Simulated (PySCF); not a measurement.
Re⁴³⁺: ionisation energy

Re⁴³⁺ [Ar] 3d10 4s2 4p2 [4p1/2^2, M_J = 0] → Re⁴⁴⁺ [Ar] 3d10 4s2 4p1 [4p1/2^1, M_J = 1/2], as a difference of total energies. All numbers are calculated (PySCF 2.14, the two-component X2C-1e Hamiltonian, in an uncontracted even-tempered set (16 s from 5.5 bohr⁻², ratio 2.8; 13 p from 7.2 bohr⁻², ratio 2.8; 8 d from 13 bohr⁻², ratio 2.8; 4 f from 31 bohr⁻², ratio 3)). Correlated levels: [Ne] frozen; the 72 highest virtual spinors dropped. "Screened" scales the spin-orbit matrix elements by Boettger's factors to mimic the two-electron term; Breit and QED terms are absent.

```
                    method  ionisation energy (eV)
           GHF (spin-free)                  2166.3
          GMP2 (spin-free)                  2167.4
 GHF (screened spin-orbit)                  2233.0
GMP2 (screened spin-orbit)                  2234.6
```

Breit and QED terms and the two-electron picture change are absent.

The spin-free rows relax to the high-spin LS determinant and lack the spin-orbit shift.

The labels give the starting determinants; with spin-orbit coupling the two ends relaxed to ⟨J²⟩ = 0.00, ⟨L²⟩ = 1.38, ⟨S²⟩ = 1.38 and ⟨J²⟩ = 0.75, ⟨L²⟩ = 2.06, ⟨S²⟩ = 0.81.

For comparison: 2240 ± 4 eV (theoretical estimate listed by NIST; NIST Atomic Spectra Database, ionization energies).
